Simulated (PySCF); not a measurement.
Si(F)2(H)(nPr) (C3H8F2Si), SMILES CCC[SiH](F)F. Geometry optimised at PBE-D3(BJ)/def2-SVP. One conformer was computed; it need not be the lowest.

Computed equilibrium geometry at PBE-D3(BJ)/def2-SVP (PySCF confirms it by a frequency run) as bond lengths and angles (one conformer of several):
Atoms: Si1 F2 F3 C4 C5 C6 H7 H8 H9 H10 H11 H12 H13 H14. Bonded distances (Å): Si1–F2 1.634, Si1–F3 1.635, Si1–C4 1.869, Si1–H7 1.495, C4–C5 1.540, C4–H8 1.112, C4–H9 1.114, C5–C6 1.531, C5–H10 1.111, C5–H11 1.111, C6–H12 1.110, C6–H13 1.108, C6–H14 1.111. Bond angles (°): F2–Si1–F3 107.0, F2–Si1–C4 108.9, F2–Si1–H7 107.1, F3–Si1–C4 108.7, F3–Si1–H7 107.5, C4–Si1–H7 117.2, Si1–C4–C5 115.2, Si1–C4–H8 106.1, Si1–C4–H9 107.7, C5–C4–H8 110.8, C5–C4–H9 110.8, H8–C4–H9 105.7, C4–C5–C6 113.8, C4–C5–H10 108.9, C4–C5–H11 109.0, C6–C5–H10 109.4, C6–C5–H11 109.4, H10–C5–H11 105.9, C5–C6–H12 111.5, C5–C6–H13 111.4, C5–C6–H14 111.8, H12–C6–H13 107.6, H12–C6–H14 107.3, H13–C6–H14 107.0.
